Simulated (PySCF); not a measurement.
Atom-mapped SMILES (the numbers label the heavy atoms): `[CH3:1][C:2]1=[CH:3][CH:4]=[C:5]([O:6][SiH3:7])/[C:8]1=[CH:9]/[Cl:10]`. Hydrogens are named by the atom that carries them.

How the numbers were obtained: geometry: GFN2-xTB, GIAO PBE0/pcSseg-1 shieldings, in PySCF 2.14.0 with density-fitted response routines (a single conformation, no solvent, relativity neglected, rapidly exchanging positions averaged).

Q: Predict the 2D correlation tables (HSQC, COSY, HMBC).

A: 

HSQC (one-bond C–H):
| δH | δC |
| --- | --- |
| 7.21 (H(C9)) | 141.3 (C9) |
| 6.09 (H(C3)) | 135.4 (C3) |
| 5.18 (H(C4)) | 106.7 (C4) |
| 2.32 (H(C1)) | 19.9 (C1) |

COSY cross peaks (H two or three bonds apart, from the bond graph; peaks can be absent where the dihedral angle is near 90°):
| δH | δH |
| --- | --- |
| 6.09 (H(C3)) | 5.18 (H(C4)) |

HMBC (two and three bonds, from the bond graph):
| δH | δC |
| --- | --- |
| 7.21 (H(C9)) | 157.8 (C5), 147.4 (C8), 128.6 (C2) |
| 6.09 (H(C3)) | 157.8 (C5), 147.4 (C8), 128.6 (C2), 106.7 (C4), 19.9 (C1) |
| 5.18 (H(C4)) | 157.8 (C5), 147.4 (C8), 135.4 (C3), 128.6 (C2) |
| 5.02 (H(Si7)) | 157.8 (C5) |
| 2.32 (H(C1)) | 147.4 (C8), 135.4 (C3), 128.6 (C2) |

Chemical shifts δ = σref − σ; ¹H (31.72 ppm), ¹³C (186.93 ppm) vs TMS, all at this level.

Short H···H contacts in this conformer between protons four or more bonds apart (candidates for NOE cross peaks, intensity ∝ r⁻⁶): H(C1)···H(C3) 2.61 Å.

Carbons that carry Cl, above all several Cl atoms, come out too deshielded, partly because spin–orbit coupling is missing. Shifts are as computed. Against solution values, carbons near 30 ppm lie about +3 ppm off and those near 130 ppm about +5 ppm; carbons on Cl a further +6 ppm. Of 1309 compounds with measured shifts, 239 miss one by over three times the rms of a fit or turn the order of signals round; such compounds aren't used in these exercises.
